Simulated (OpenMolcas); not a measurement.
**Eu3+: input and output**

Eu3+ among 12 point charges of -1.5 e arranged as a cuboctahedron (Oh), 2.34 Å from the ion. With inversion symmetry the input lists one of each pair of outer charges.

Input:

```
&GATEWAY
Coord
1

Eu 0.0 0.0 0.0
Basis=ANO-RCC-VDZP
Group=XYZ
NoMove
AngMom=0.0 0.0 0.0
AMFI
XField
6 Angstrom 0
1.654630 1.654630 0.000000 -1.500000
1.654630 -1.654630 0.000000 -1.500000
0.000000 1.654630 1.654630 -1.500000
0.000000 1.654630 -1.654630 -1.500000
1.654630 0.000000 1.654630 -1.500000
1.654630 0.000000 -1.654630 -1.500000
&SEWARD
&RASSCF
FileOrb=start.orb
Symmetry=1
Spin=7
nActEl=6 0 0
Inactive=15 12
Ras2=0 7
CIRoot=7 7 1
SDav=7
CIMx=300
Iter=120 100
PrWF=0.3
OrbListing=Nothing
MaxOrb=0
>>> COPY $Project.JobIph JOB001
&RASSCF
FileOrb=start.orb
Symmetry=1
Spin=5
nActEl=6 0 0
Inactive=15 12
Ras2=0 7
CIRoot=140 140 1
SDav=140
CIMx=300
Iter=120 100
PrWF=0.3
OrbListing=Nothing
MaxOrb=0
CIOnly
>>> COPY $Project.JobIph JOB002
&RASSCF
FileOrb=start.orb
Symmetry=1
Spin=3
nActEl=6 0 0
Inactive=15 12
Ras2=0 7
CIRoot=162 162 1
SDav=588
CIMx=300
Iter=120 100
PrWF=0.3
OrbListing=Nothing
MaxOrb=0
CIOnly
>>> COPY $Project.JobIph JOB003
&RASSI
NrOfJobIphs=3 7 77 3
1 2 3 4 5 6 7
1 2 3 4 5 6 7 8 9 10 11 12 13 14 15 16 17 18 19 20 21 22 23 24 25 26 27
28 29 30 31 32 33 34 35 36 37 38 39 40 41 42 43 44 45 46 47 48 49 50 51
52 53 54 55 56 57 58 59 60 61 62 63 64 65 66 67 68 69 70 71 72 73 74 75
76 77
1 2 3
IphNames
JOB001
JOB002
JOB003
EJob
SpinOrbit
DIPRint=1.0
SOCoupling=1000.0
Subsets=2
Property=9
'ANGMOM' 1 'ANGMOM' 2 'ANGMOM' 3 'MLTPL  1' 1 'MLTPL  1' 2 'MLTPL  1' 3
'AMFI' 1 'AMFI' 2 'AMFI' 3
SOProperty=3
'ANGMOM' 1 'ANGMOM' 2 'ANGMOM' 3
```

Launched by
```bash
OMP_NUM_THREADS=1 MOLCAS_MEM=2252 MOLCAS_PROJECT=a pymolcas a.inp > a.log  # once for each step of the input, in one work folder
```

A driver script runs the steps one by one and writes start.orb anew before each from the orbitals found so far, so a CI-only block uses the converged orbitals of the first block.

Output, cut to the results:

```
--- SEWARD ---
Basis set label: EU.ANO-RCC...7S6P4D2F1G.

      Electronic valence basis set:
      ------------------
      Associated Effective Charge  63.000000 au
      Associated Actual Charge     63.000000 au
      Nuclear Model: Point charge

      Shell  nPrim  nBasis  Cartesian Spherical Contaminant
         s      25       7        X
         p      22       6        X
         d      15       4                 X
         f      11       2                 X
         g       4       1                 X
                  Relativistic Douglas-Kroll-Hess integrals:
                    - DKH order of Hamiltonian: 2
                    - DKH order of Properties : 0
                  Atomic mean-field integrals
--- RASSCF ---
Wave function specifications:
      -----------------------------

      Number of closed shell electrons          54
      Number of electrons in active shells       6
      Max number of holes in RAS1 space          0
      Max nr of electrons in RAS3 space          0
      Number of inactive orbitals               27
      Number of active orbitals                  7
      Number of secondary orbitals              34
      Spin quantum number                      3.0
      State symmetry                             1
Orbital specifications:
      -----------------------

      Symmetry species                           1   2
                                                ag  au
      Frozen orbitals                            0   0
      Inactive orbitals                         15  12
      Active orbitals                            0   7
      RAS1 orbitals                              0   0
      RAS2 orbitals                              0   7
      RAS3 orbitals                              0   0
      Secondary orbitals                        21  13
      Deleted orbitals                           0   0
      Number of basis functions                 36  32
      Number of CSFs                             7
      Number of root(s) required                 7
      Iter CI   SX   CI       RASSCF       Energy    max ROT     max BLB   max BLB  Level Ln srch  Step   QN
          iter iter root      energy       change     param      element    value   shift minimum  type update
 Nr of preliminary CI iterations:   1
      Total energies have been shifted. Add               -10000.00 au
        1   1    9    0  -845.58246466    0.00E+00  -9.64E-02   11  24 2 -3.08E-01*  0.00   0.00    SX    NO
        2   1    9    0  -845.68913633   -1.07E-01* -6.82E-02   14  27 1 -1.51E-01*  0.45   0.00    SX    NO
        3   1    9    0  -845.72790769   -3.88E-02* -3.89E-02    9  25 2  9.46E-02*  0.18   0.00    SX    NO
        4   1    9    0  -845.73609480   -8.19E-03* -2.75E-02    9  25 2 -5.61E-02*  0.34   0.00    SX    NO
        5   1    9    0  -845.74079418   -4.70E-03*  1.02E-02    9  25 2  3.88E-02*  0.23   0.61    QN   YES
        6   1    8    0  -845.74399282   -3.20E-03*  9.30E-04    7  23 2  1.90E-03*  0.27   1.03    QN   YES
        7   1    7    0  -845.74399636   -3.54E-06*  5.68E-04   16  22 2  1.81E-04*  0.27   0.89    QN   YES
        8   1    7    0  -845.74399668   -3.17E-07*  1.36E-04    9  25 2 -1.63E-04*  0.27   0.76    QN   YES
        9   1    6    0  -845.74399673   -5.70E-08*  9.81E-06   12  22 2  2.27E-05   0.27   1.06    QN   YES
       10   1    5    0  -845.74399674   -1.23E-09  -2.90E-06   11  21 2  5.46E-06   0.27   1.22    QN   YES
      Convergence after 10 iterations
       11   1    5    0  -845.74399674   -5.82E-11  -2.90E-06    9  25 2  1.41E-07   0.27   1.22    QN   YES
      Natural orbitals and occupation numbers for root  1
      sym 2:   1.000000   1.000000   1.000000   1.000000   1.000000   0.000000   1.000000
      Natural orbitals and occupation numbers for root  2
      sym 2:   1.000000   1.000000   0.000000   1.000000   1.000000   1.000000   1.000000
      Natural orbitals and occupation numbers for root  3
      sym 2:   1.000000  -0.000000   1.000000   1.000000   1.000000   1.000000   1.000000
::    RASSCF root number  1 Total energy: -10845.74447780
::    RASSCF root number  2 Total energy: -10845.74447780
::    RASSCF root number  3 Total energy: -10845.74447780
::    RASSCF root number  4 Total energy: -10845.74446734
::    RASSCF root number  5 Total energy: -10845.74335880
::    RASSCF root number  6 Total energy: -10845.74335880
::    RASSCF root number  7 Total energy: -10845.74335880
--- RASSCF ---
Wave function specifications:
...
--- RASSI ---
SPIN-FREE ENERGIES:
  (Shifted by EMIN (a.u.) =     -10845.7444778019)

 SF State       Relative EMIN(au)   Rel lowest level(eV)    D:o, cm**(-1)      L_eff

     1             0.0000000000        0.0000000000              0.0000         3.0
     2             0.0000000000        0.0000000000              0.0000         3.0
     3             0.0000000000        0.0000000000              0.0000         3.0
     4             0.0000104653        0.0002847752              2.2969         3.0
     5             0.0011189992        0.0304495203            245.5919         3.0
     6             0.0011189992        0.0304495203            245.5919         3.0
     7             0.0011189992        0.0304495203            245.5919         3.0
     8             0.1111542419        3.0246610087          24395.5363         2.0
     9             0.1111542419        3.0246610087          24395.5363         2.0
    10             0.1113509361        3.0300133319          24438.7057         2.0
    11             0.1113509361        3.0300133319          24438.7057         2.0
    12             0.1113509361        3.0300133319          24438.7057         2.0
    13             0.1265377928        3.4432687541          27771.8354         8.0
    14             0.1266369870        3.4459679669          27793.6060         8.0
    15             0.1266369870        3.4459679669          27793.6060         8.0
    16             0.1266369870        3.4459679669          27793.6060         8.0
    17             0.1267092906        3.4479354486          27809.4749         8.0
    18             0.1267092906        3.4479354486          27809.4749         8.0
    19             0.1269892214        3.4555527532          27870.9126         8.0
    20             0.1269892214        3.4555527532          27870.9126         8.0
    21             0.1269892214        3.4555527532          27870.9126         8.0
...
```

Spin-orbit levels above the lowest (labels of O, the rotations of Oh):

```tsv
E (cm-1)	Degeneracy	Label	2S+1	J	|mJ| (%)
0.0	1	A1	7	0.03	0 (100)
371.7	3	T1	7	1.01	1 (67)
1007	3	T2	7	2.01	1 (66)
1100	2	E	7	2.01	2 (50)
1909	3	T1	7	3.00	3 (42)
1947	1	A2	7	3.01	2 (100)
1952	3	T2	7	3.00	1 (42)
2895	2	E	7	4.00	2 (50)
2920	3	T1	7	4.00	1 (58)
2960	1	A1	7	4.00	0 (58)
3044	3	T2	7	4.00	3 (58)
4021	3	T1	7	5.00	5 (34)
4104	3	T2	7	5.01	2 (33)
4114	2	E	7	5.00	2 (50)
4145	3	T1	7	5.00	3 (60)
5272	1	A1	7	6.00	4 (87)
5290	3	T1	7	6.00	4 (33)
5311	3	T2	7	5.99	5 (36)
5354	1	A2	7	6.00	2 (69)
5391	3	T2	7	6.00	1 (54)
```

High states are left out of the spin-orbit mixing, which shifts the levels that they would mix with. Point charges carry no covalency, so the field is a model and not that of real ligands. The first state left out of the spin-orbit step lies near 46000 cm-1 above the lowest spin-free state of the reference (among the parities and spins computed), and the lists stop at four fifths of that energy or lower. No measured value stands beside these numbers.
